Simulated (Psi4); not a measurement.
CH5AlO2 (SMILES [CH3][Al]([OH])[OH]), singlet, at a GFN2-xTB geometry (such geometries of metal compounds can be far from the true shape). Base run: SVWN/3-21G in Psi4.

The Psi4 input:
```
memory 2 GB

molecule {
0 1
Al    0.07749548    0.07275953    0.00557869
C    -1.42912426   -1.22415675   -0.13625489
H    -1.10357429   -2.14553357   -0.61524509
H    -2.25578416   -0.81633085   -0.71240214
H    -1.80016565   -1.49817487    0.84929070
O    -0.03916589    1.51144195   -0.78735585
H    -0.09952938    2.33824639   -1.24017123
O     1.37525186   -0.37239246    0.91660087
H     2.13766999   -0.59153638    1.42957391
}

set {
  basis 3-21g
}

energy('svwn')
print_variables()
```

Each row names what was changed in the base input (with any setting that the change needs).

```tsv
change	ΔE vs base (eV)	point group used	SCF cycles
base	0.00	c1	9
molecule keys = no_reorient	0.00	c1	9
molecule keys = symmetry c1, no_reorient, no_com	0.00	c1	9
jitter_ang = 0.002	0.00	c1	9
molecule keys = symmetry c1	0.00	c1	9
```
